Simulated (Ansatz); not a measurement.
SeSn, singlet, geometry from GFN2-xTB (such geometries of metal compounds can be far from the true shape) (all electrons, no relativity); Ansatz (a quantum-chemistry and plane-wave program) with B3LYP5/STO-3G.

Input for Ansatz:
Ansatz 0.2 input:
```yaml
crystal:
  periodic: [false, false, false]
  atoms:
    - {symbol: Sn, position_ang: [-0.00000000, -0.00000000, -0.94616634]}
    - {symbol: Se, position_ang: [0.00000000, 0.00000000, 1.39142108]}
basis:
  gaussian:
    orbitals: STO-3G
hamiltonian:
  xc: b3lyp5
```

It wrote (shortened):

```
Functional definition: B3LYP5
531 factors; integrals over basis functions are off by at most 2.5e-5 eV
mean field evaluation 1: about -226935.8062 eV, gradient 2.1e1 eV
mean field evaluation 2: about -226893.7171 eV, gradient 8.3e1 eV
mean field evaluation 4: about -226939.1801 eV, gradient 7.8e-1 eV
mean field evaluation 8: about -226939.1840 eV, gradient 1.9e-2 eV
mean field -226939.18398485 eV, -8339.8611865395 hartree, gradient 4.4e-5 eV, S^2 0.000000; 0 other end points of the search recorded, 0 dependent functions left out
reference -226939.18413334 eV, -8339.8611919964 hartree; 42, 42 occupied and 3, 3 virtual orbitals, 531 factors
Total energy: -226939.18413334 eV, -8339.8611919964 hartree
```
